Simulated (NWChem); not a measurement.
Molecule: C$_{4}$H$_{4}$OS; SMILES O=C1CC=CS1

```xyz
10

O      0.1070    -2.1606     0.0000
C      0.1654    -0.9599     0.0000
C      1.4393    -0.1055     0.0000
C      1.0504     1.3396     0.0000
C     -0.2660     1.5759     0.0000
S     -1.3030     0.1347     0.0000
H      2.0343    -0.3908    -0.8789
H      2.0343    -0.3908     0.8789
H      1.7929     2.1311     0.0000
H     -0.7429     2.5494     0.0000
```
Atoms are numbered in this order, from 1.

Level: B3LYP/6-31G* (spherical d) (NWChem), optimised geometry, unscaled harmonic frequencies. B3LYP is NWChem's, with the RPA form of VWN correlation.

### Question
List the harmonic frequencies with IR intensities, and the thermochemistry.

### Answer
| frequency (cm⁻¹) | IR intensity (km/mol) |
|---|---|
| 122 | 2.5 |
| 392 | 5.9 |
| 398 | 2.4 |
| 504 | 3.1 |
| 515 | 5.4 |
| 596 | 43.7 |
| 661 | 51.8 |
| 687 | 2.0 |
| 802 | 27.5 |
| 927 | 1.1 |
| 940 | 0.1 |
| 983 | 36.5 |
| 1028 | 58.3 |
| 1144 | 1.9 |
| 1174 | 1.3 |
| 1307 | 8.7 |
| 1355 | 4.7 |
| 1458 | 6.9 |
| 1661 | 3.6 |
| 1843 | 346.2 |
| 3044 | 4.7 |
| 3075 | 3.1 |
| 3217 | 1.1 |
| 3246 | 6.0 |

```yaml
zero_point_energy: 44.4 kcal/mol
thermal correction to the enthalpy at 298.15 K (with zero-point energy): 48.3 kcal/mol
heat capacity Cv: 19.3 cal/(mol K)
entropy at 298.15 K and 1 atm (symmetry number 1): 74.6 cal/(mol K)
dipole_moment: 3.43 D
```

Rigid rotor and harmonic oscillator.
